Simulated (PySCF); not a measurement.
Z-matrix (Å, degrees):
```
Sc
N 1 1.9619
H 2 1.0293 1 126.71
H 2 1.0294 3 107.17 1 179.87
N 1 1.9622 2 115.83 3 -0.05
H 5 1.0294 1 126.68 2 0.08
H 5 1.0295 6 107.12 1 -179.84
Br 1 2.4974 2 121.95 3 179.89
```
Charge 0, spin multiplicity 1.

Q: What charge on the central atom (meta-Löwdin), HOMO–LUMO gap, LUMO, charge on the central atom (Mulliken), dipole moment, HOMO and total energy does TPSSh-D3(BJ)/def2-TZVP // BP86-D3(BJ)/def2-SVP run with PySCF 2.14.0 give?

A: 
```json
{
 "charge on the central atom (meta-Löwdin)": "1.21 e",
 "HOMO–LUMO gap": "4.58 eV",
 "LUMO": "-2.04 eV",
 "charge on the central atom (Mulliken)": "1.28 e",
 "dipole_moment": "3.55 D",
 "HOMO": "-6.61 eV",
 "total_energy": "-3446.9280 Ha"
}
```
